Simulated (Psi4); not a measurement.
A run for Psi4: SAPT0/jun-cc-pV(D+d)Z on CH5FS (a complex), monomers drawn apart or pushed together.

```
memory 2025 MB

molecule dimer {
0 1
F     0.31125763    0.51762906   -0.58608291
H     0.47660562    0.05954985    0.22383835
--
0 1
C     0.24211666    1.12750456    3.13246091
S     0.63948887   -0.58002073    2.62460853
H    -0.12505075    1.14842682    4.15537809
H     1.17654863    1.68212232    3.07537686
H    -0.47747443    1.57434919    2.45147281
H    -0.60756350   -1.07541195    2.69177677
units angstrom
symmetry c1
no_reorient
no_com
}

set {
  basis jun-cc-pV(D+d)Z
  scf_type df
  freeze_core true
}

energy('sapt0')
```

It printed:

```
[...]
==> Input File <==

--------------------------------------------------------------------------
memory 2025 MB

molecule dimer {
0 1
F     0.31125763    0.51762906   -0.58608291
H     0.47660562    0.05954985    0.22383835
--
0 1
C     0.24211666    1.12750456    3.13246091
S     0.63948887   -0.58002073    2.62460853
H    -0.12505075    1.14842682    4.15537809
H     1.17654863    1.68212232    3.07537686
H    -0.47747443    1.57434919    2.45147281
H    -0.60756350   -1.07541195    2.69177677
units angstrom
symmetry c1
no_reorient
no_com
}

set {
  basis jun-cc-pV(D+d)Z
  scf_type df
  freeze_core true
}

energy('sapt0')
--------------------------------------------------------------------------


   => Loading Basis Set <=

    Name: JUN-CC-PV(D+D)Z
    Role: ORBITAL
    Keyword: BASIS
    atoms 1      entry F          line   290 file jun-cc-pv_dpd_z.gbs
    atoms 2, 5-8 entry H          line    60 file jun-cc-pv_dpd_z.gbs
    atoms 3      entry C          line   188 file jun-cc-pv_dpd_z.gbs
    atoms 4      entry S          line   698 file jun-cc-pv_dpd_z.gbs

   => Loading Basis Set <=

    Name: JUN-CC-PV(D+D)Z
    Role: ORBITAL
    Keyword: BASIS
    atoms 1      entry F          line   290 file jun-cc-pv_dpd_z.gbs
    atoms 2, 5-8 entry H          line    60 file jun-cc-pv_dpd_z.gbs
    atoms 3      entry C          line   188 file jun-cc-pv_dpd_z.gbs
    atoms 4      entry S          line   698 file jun-cc-pv_dpd_z.gbs


  //>>>>>>>>>>>>>>>>>>>>>>>>>>>>>>>>>>>//
  //              Dimer HF             //
  //<<<<<<<<<<<<<<<<<<<<<<<<<<<<<<<<<<<//

   => Libint2 <=

    Primary   basis highest AM E, G, H:  7, 6, 3
    Auxiliary basis highest AM E, G, H:  7, 7, 4
    Onebody   basis highest AM E, G, H:  -, -, -
    Solid Harmonics ordering:            Gaussian


   => Loading Basis Set <=

    Name: JUN-CC-PV(D+D)Z
    Role: ORBITAL
    Keyword: BASIS
    atoms 1      entry F          line   290 file jun-cc-pv_dpd_z.gbs
    atoms 2, 5-8 entry H          line    60 file jun-cc-pv_dpd_z.gbs
    atoms 3      entry C          line   188 file jun-cc-pv_dpd_z.gbs
    atoms 4      entry S          line   698 file jun-cc-pv_dpd_z.gbs


         ---------------------------------------------------------
                                   SCF
               by Justin Turney, Rob Parrish, Andy Simmonett
                          and Daniel G. A. Smith
                              RHF Reference
                        1 Threads,   1931 MiB Core
         ---------------------------------------------------------

  ==> Geometry <==

    Molecular point group: c1
    Full point group: C1

    Geometry (in Angstrom), charge = 0, multiplicity = 1:

       Center              X                  Y                   Z               Mass
    ------------   -----------------  -----------------  -----------------  -----------------
         F            0.311257630000     0.517629060000    -0.586082910000    18.998403162730
         H            0.476605620000     0.059549850000     0.223838350000     1.007825032230
         C            0.242116660000     1.127504560000     3.132460910000    12.000000000000
         S            0.639488870000    -0.580020730000     2.624608530000    31.972071174400
         H           -0.125050750000     1.148426820000     4.155378090000     1.007825032230
         H            1.176548630000     1.682122320000     3.075376860000     1.007825032230
         H           -0.477474430000     1.574349190000     2.451472810000     1.007825032230
         H           -0.607563500000    -1.075411950000     2.691776770000     1.007825032230

  Running in c1 symmetry.

  Rotational constants: A =      0.35613  B =      0.04190  C =      0.03887 [cm^-1]
  Rotational constants: A =  10676.50084  B =   1256.14993  C =   1165.32821 [MHz]
  Nuclear repulsion =  101.155399531584663

  Charge       = 0
  Multiplicity = 1
  Electrons    = 36
  Nalpha       = 18
  Nbeta        = 18

  ==> Algorithm <==

  SCF Algorithm Type is DF.
  DIIS enabled.
  MOM disabled.
  Fractional occupation disabled.
  Guess Type is SAD.
  Energy threshold   = 1.00e-08
  Density threshold  = 1.00e-08
  Integral threshold = 1.00e-12

  ==> Primary Basis <==

  Basis Set: JUN-CC-PV(D+D)Z
    Blend: JUN-CC-PV(D+D)Z
    Number of shells: 42
    Number of basis functions: 88
    Number of Cartesian functions: 92
    Spherical Harmonics?: true
    Max angular momentum: 2

   => Loading Basis Set <=

    Name: (JUN-CC-PV(D+D)Z AUX)
    Role: JKFIT
    Keyword: DF_BASIS_SCF
    atoms 1      entry F          line   314 file jun-cc-pvdz-jkfit.gbs
    atoms 2, 5-8 entry H          line    70 file jun-cc-pvdz-jkfit.gbs
    atoms 3      entry C          line   146 file jun-cc-pvdz-jkfit.gbs
    atoms 4      entry S          line   666 file jun-cc-pvdz-jkfit.gbs

  ==> Integral Setup <==

  DFHelper Memory: AOs need 0.025 GiB; user supplied 1.414 GiB.
  SCF_SUBTYPE=INCORE selected. In-core MEM_DF algorithm will be used.
  Using in-core A
[...]
clear Repulsion Energy =             56.1999987994037085
    One-Electron Energy =                -714.7850196593032024
    Two-Electron Energy =                 220.8525191873259814
    Total Energy =                       -437.7325016725735054

Computation Completed


Properties will be evaluated at   0.000000,   0.000000,   0.000000 [a0]

Properties computed using the SCF density matrix


 Multipole Moments:

 ------------------------------------------------------------------------------------
     Multipole            Electronic (a.u.)      Nuclear  (a.u.)        Total (a.u.)
 ------------------------------------------------------------------------------------

 L = 1.  Multiply by 2.5417464519 to convert [e a0] to [Debye]
 Dipole X            :        -22.4867492           22.0171648           -0.4695845
 Dipole Y            :         -1.0539348            1.5385811            0.4846463
 Dipole Z            :       -138.0637317          138.2570999            0.1933682
 Magnitude           :                                                    0.7019849

 ------------------------------------------------------------------------------------

  Constructing Basis Sets for SAPT...

   => Loading Basis Set <=

    Name: (JUN-CC-PV(D+D)Z AUX)
    Role: RIFIT
    Keyword: DF_BASIS_SAPT
    atoms 1      entry F          line   232 file jun-cc-pvdz-ri.gbs
    atoms 2, 5-8 entry H          line    30 file jun-cc-pvdz-ri.gbs
    atoms 3      entry C          line   100 file jun-cc-pvdz-ri.gbs
    atoms 4      entry S          line   488 file jun-cc-pvdz-ri.gbs

   => Loading Basis Set <=

    Name: (JUN-CC-PV(D+D)Z AUX)
    Role: JKFIT
    Keyword: DF_BASIS_ELST
    atoms 1      entry F          line   314 file jun-cc-pvdz-jkfit.gbs
    atoms 2, 5-8 entry H          line    70 file jun-cc-pvdz-jkfit.gbs
    atoms 3      entry C          line   146 file jun-cc-pvdz-jkfit.gbs
    atoms 4      entry S          line   666 file jun-cc-pvdz-jkfit.gbs


  //>>>>>>>>>>>>>>>>>>>>>>>>>>>>>>>>>>>//
  //               SAPT0               //
  //<<<<<<<<<<<<<<<<<<<<<<<<<<<<<<<<<<<//



        SAPT0
    Ed Hohenstein
     6 June 2009

      Orbital Information
  --------------------------
    NSO        =        88
    NMO        =        88
    NRI        =       285
    NRI (Elst) =       394
    NOCC A     =         5
    NOCC B     =        13
    FOCC A     =         1
    FOCC B     =         6
    NVIR A     =        83
    NVIR B     =        75

    Elst10,r            =    -0.010588654382 [Eh]
    Exch10              =     0.007186194974 [Eh]
    Exch10 (S^2)        =     0.007148434984 [Eh]

    Maxiter = 50
    CPHF R converge = 1.000000E-08

    Iter     Energy [mEh]          dE [mEh]         Residual      Time [s]
       1      -0.30925364       0.309253635     2.940933e-03             0
       2      -0.35385268       0.044599042     1.295855e-03             0
       3      -0.36434668       0.010494006     3.188027e-04             0
       4      -0.36212999      -0.002216689     7.601095e-05             0
       5      -0.36194430      -0.000185694     1.294075e-05             0
       6      -0.36203119       0.000086889     2.647669e-06             0
       7      -0.36201387      -0.000017320     4.904826e-07             0
       8      -0.36201567       0.000001801     7.228228e-08             0
       9      -0.36201555      -0.000000125     1.153646e-08             0
      10      -0.36201555      -0.000000000     1.756653e-09             0

    CHF Iterations converged

    Maxiter = 50
    CPHF R converge = 1.000000E-08

    Iter     Energy [mEh]          dE [mEh]         Residual      Time [s]
       1      -4.30795774       4.307957739     1.276632e-02             0
       2      -5.39049009       1.082532350     5.748510e-03             0
       3      -5.58734804       0.196857953     9.269441e-04             0
       4      -5.54750459      -0.039843458     1.982711e-04             0
       5      -5.54849846       0.000993874     7.316061e-05             0
       6      -5.55004510       0.001546640     2.215241e-05             0
       7      -5.54978485      -0.000260254     9.167425e-06             0
       8      -5.54972714      -0.000057704     2.108838e-06             0
       9      -5.54975561       0.000028471     6.087627e-07             0
      10      -5.54975085      -0.000004766     1.184108e-07             0
      11      -5.54975105       0.000000207     3.143582e-08             0
      12      -5.54975118       0.000000122     7.177544e-09             0

    CHF Iterations converged

    Ind20,r (A<-B)      =    -0.000362015545 [Eh]
    Ind20,r (B<-A)      =    -0.005549751176 [Eh]
    Ind20,r             =    -0.005911766721 [Eh]
    Exch-Ind20,r (A<-B) =     0.000202147705 [Eh]
    Exch-Ind20,r (B<-A) =     0.003071797052 [Eh]
    Exch-Ind20,r        =     0.003273944756 [Eh]
    Disp20              =    -0.002159700931 [Eh]
    Disp20 (SS)         =    -0.001079850466 [Eh]
    Disp20 (OS)         =    -0.001079850466 [Eh]
    Exch-Disp20         =     0.000347441277 [Eh]
    Exch-Disp20 (SS)    =     0.000202346127 [Eh]
    Exch-Disp20 (OS)    =     0.000145095151 [Eh]

    SAPT Results
  --------------------------------------------------------------------------------------------------------
    Electrostatics                -10.58865438 [mEh]      -6.64448094 [kcal/mol]     -27.80050825 [kJ/mol]
      Elst10,r                    -10.58865438 [mEh]      -6.64448094 [kcal/mol]     -27.80050825 [kJ/mol]

    Exchange                        7.18619497 [mEh]       4.50940543 [kcal/mol]      18.86735230 [kJ/mol]
      Exch10                        7.18619497 [mEh]       4.50940543 [kcal/mol]      18.86735230 [kJ/mol]
      Exch10(S^2)                   7.14843498 [mEh]       4.48571068 [kcal/mol]      18.76821346 [kJ/mol]

    Induction                      -3.99970714 [mEh]      -2.50985412 [kcal/mol]     -10.50122964 [kJ/mol]
      Ind20,r                      -5.91176672 [mEh]      -3.70968962 [kcal/mol]     -15.52134139 [kJ/mol]
      Exch-Ind20,r                  3.27394476 [mEh]       2.05443135 [kcal/mol]       8.59574077 [kJ/mol]
      delta HF,r (2)               -1.36188517 [mEh]      -0.85459585 [kcal/mol]      -3.57562902 [kJ/mol]

    Dispersion                     -1.81225965 [mEh]      -1.13721010 [kcal/mol]      -4.75808707 [kJ/mol]
      Disp20                       -2.15970093 [mEh]      -1.35523279 [kcal/mol]      -5.67029401 [kJ/mol]
      Exch-Disp20                   0.34744128 [mEh]       0.21802269 [kcal/mol]       0.91220695 [kJ/mol]
      Disp20 (SS)                  -1.07985047 [mEh]      -0.67761640 [kcal/mol]      -2.83514701 [kJ/mol]
      Disp20 (OS)                  -1.07985047 [mEh]      -0.67761640 [kcal/mol]      -2.83514701 [kJ/mol]
      Exch-Disp20 (SS)              0.20234613 [mEh]       0.12697411 [kcal/mol]       0.53125968 [kJ/mol]
      Exch-Disp20 (OS)              0.14509515 [mEh]       0.09104858 [kcal/mol]       0.38094727 [kJ/mol]

  Total HF                         -7.40216654 [mEh]      -4.64492963 [kcal/mol]     -19.43438558 [kJ/mol]
  Total SAPT0                      -9.21442620 [mEh]      -5.78213973 [kcal/mol]     -24.19247265 [kJ/mol]

  Special recipe for scaled SAPT0 (see Manual):
    Electrostatics sSAPT0         -10.58865438 [mEh]      -6.64448094 [kcal/mol]     -27.80050825 [kJ/mol]
    Exchange sSAPT0                 7.18619497 [mEh]       4.50940543 [kcal/mol]      18.86735230 [kJ/mol]
    Induction sSAPT0               -3.94755098 [mEh]      -2.47712564 [kcal/mol]     -10.36429368 [kJ/mol]
    Dispersion sSAPT0              -1.80672468 [mEh]      -1.13373685 [kcal/mol]      -4.74355499 [kJ/mol]
  Total sSAPT0                     -9.15673507 [mEh]      -5.74593801 [kcal/mol]     -24.04100462 [kJ/mol]
  --------------------------------------------------------------------------------------------------------



*** Psi4 exiting successfully. Buy a developer a beer!
```

The run finished.

Cost: about 10 core-seconds (a rough figure).
